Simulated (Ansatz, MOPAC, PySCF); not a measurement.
Species: H₃SiO₃ (charge 0, doublet). SMILES: [O][SiH](O)O
Geometry: optimised at B3LYP-D3(BJ)/def2-TZVP (Ansatz, a program for electronic structure).

Unscaled harmonic wavenumbers (cm⁻¹) in rising order, each level at the stationary point that it reaches from this structure (no distance between atoms moves by over 0.3 Å); the order of modes can differ between levels, and a negative number is imaginary. B3LYP-D3(BJ)/def2-TZVP (PySCF, at the structure above): 109, 221, 263, 318, 357, 696, 753, 783, 823, 860, 945, 968, 2250, 3866, 3870.

PM7 (MOPAC): 154, 176, 267, 293, 297, 584, 654, 726, 763, 829, 943, 1001, 2212, 2728, 2751. Zero-point energy 20.6 against 24.4 kcal/mol; where all levels lie over 400 cm⁻¹, the wavenumbers are on average 0.896 times those of B3LYP-D3(BJ)/def2-TZVP.

HF/6-31G* (Ansatz): 115, 217, 298, 360, 407, 784, 829, 861, 914, 972, 1019, 1030, 2491, 4129, 4144. Zero-point energy 26.5 against 24.4 kcal/mol; where all levels lie over 400 cm⁻¹, the wavenumbers are on average 1.096 times those of B3LYP-D3(BJ)/def2-TZVP.

B3LYP/6-31G* (Ansatz): 65, 193, 258, 327, 357, 698, 770, 804, 852, 886, 946, 979, 2295, 3805, 3808. Zero-point energy 24.4 against 24.4 kcal/mol; where all levels lie over 400 cm⁻¹, the wavenumbers are on average 1.012 times those of B3LYP-D3(BJ)/def2-TZVP.
